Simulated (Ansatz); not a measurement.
Total energies of CH$_{5}$InSn (`[CH2]1[InH][SnH2]1`).

```xyz
8

C     1.016   -0.099    0.100
In   -0.404   -1.611   -0.470
Sn   -0.929    1.000    0.144
H     1.524   -0.259    1.052
H     1.736    0.187   -0.667
H    -0.891   -3.174   -0.936
H    -0.860    2.325   -0.942
H    -1.192    1.630    1.718
```

The species carries charge 0 and has multiplicity 1. Correlated methods include outer-core shells of In, Sn, which these sets cover unevenly. In, Sn: def2 effective core potential. Geometry: relaxed with PBE0-D4/def2-TZVP. Basis def2-TZVPP, the Gaussian-basis code of Ansatz.

RPA on PBE orbitals: Hartree–Fock energy of these orbitals -443.21130 Eh, correlation -1.20458 Eh (frozen core).

```csv
functional,energy without D4 (Eh),D4 term (kJ/mol)
r2SCAN,-445.61270,-3.6
ωB97X-V,-445.43183,–
```

Question: Give the same for LDA (SPW92), PBE, revPBE, BLYP, B97M-V, PBE0, B3LYP, r2SCANh, r2SCAN0, HSE06 (plane-wave form), BHLYP, CAM-B3LYP, LC-ωPBE, ωB97M-V, B2PLYP, PBE-QIDH. (Estimate.)

Answer: Computed: 
```json
{"functional": "LDA (SPW92)", "energy without D4 (Eh)": "-444.43581", "D4 term (kJ/mol)": "–"}
{"functional": "PBE", "energy without D4 (Eh)": "-445.42508", "D4 term (kJ/mol)": "-16.4"}
{"functional": "revPBE", "energy without D4 (Eh)": "-445.57399", "D4 term (kJ/mol)": "-40.0"}
{"functional": "BLYP", "energy without D4 (Eh)": "-445.35937", "D4 term (kJ/mol)": "-34.6"}
{"functional": "B97M-V", "energy without D4 (Eh)": "-445.49460", "D4 term (kJ/mol)": "–"}
{"functional": "PBE0", "energy without D4 (Eh)": "-445.44042", "D4 term (kJ/mol)": "-14.0"}
{"functional": "B3LYP", "energy without D4 (Eh)": "-445.63220", "D4 term (kJ/mol)": "-26.9"}
{"functional": "r2SCANh", "energy without D4 (Eh)": "-445.58510", "D4 term (kJ/mol)": "-4.0"}
{"functional": "r2SCAN0", "energy without D4 (Eh)": "-445.54505", "D4 term (kJ/mol)": "-4.5"}
{"functional": "HSE06 (plane-wave form)", "energy without D4 (Eh)": "-445.43468", "D4 term (kJ/mol)": "-13.3"}
{"functional": "BHLYP", "energy without D4 (Eh)": "-445.30168", "D4 term (kJ/mol)": "-26.1"}
{"functional": "CAM-B3LYP", "energy without D4 (Eh)": "-445.41680", "D4 term (kJ/mol)": "-14.6"}
{"functional": "LC-ωPBE", "energy without D4 (Eh)": "-445.52043", "D4 term (kJ/mol)": "–"}
{"functional": "ωB97M-V", "energy without D4 (Eh)": "-445.35001", "D4 term (kJ/mol)": "–"}
{"functional": "B2PLYP", "energy without D4 (Eh)": "-445.01844", "D4 term (kJ/mol)": "–"}
{"functional": "PBE-QIDH", "energy without D4 (Eh)": "-445.03153", "D4 term (kJ/mol)": "–"}
```

B3LYP takes the VWN-RPA correlation (the form of Gaussian; ORCA's B3LYP/G). HSE06 is the plane-wave form, built on full-range PBE exchange. The double hybrids freeze the cores in their second-order part.

LC-ωPBE has ω = 0.4 bohr⁻¹.
